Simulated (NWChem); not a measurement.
Ionisation of H₃BN

```xyz
5

B      0.6865    -0.1024     0.0000
N     -0.6301     0.0975     0.0000
H      1.4617     0.8401     0.0000
H      1.1440    -1.2344     0.0000
H     -1.6270     0.2235     0.0000
```
Charge 0, spin multiplicity 2.

Everything below was run with NWChem. All single points use one geometry, from UB3LYP/def2-SVP, a minimum by its harmonic frequencies. It is one conformer; others weren't searched.

Basis set: def2-TZVP. −ε marks an orbital energy of the parent.

B3LYP has NWChem's definition, with VWN1-RPA local correlation. The structure started from a generated list of species. The unpaired electrons of the parent sit in orbitals of symmetry a' (Cs labels of the run); other states weren't searched. No SCF solution was tested for a lower state. Open-shell Hartree-Fock references start from PBE0 orbitals.

**Question.** For the first vertical ionisation energy, G0W0@LDA (SVWN5) gives 9.43 eV and evGW0@PBE0 gives 10.39 eV. What do −ε(alpha HOMO) of PBE0, −ε(alpha HOMO) of HF give?

**Answer.** −ε(alpha HOMO) of PBE0: 7.76 eV; −ε(alpha HOMO) of HF: 11.55 eV.
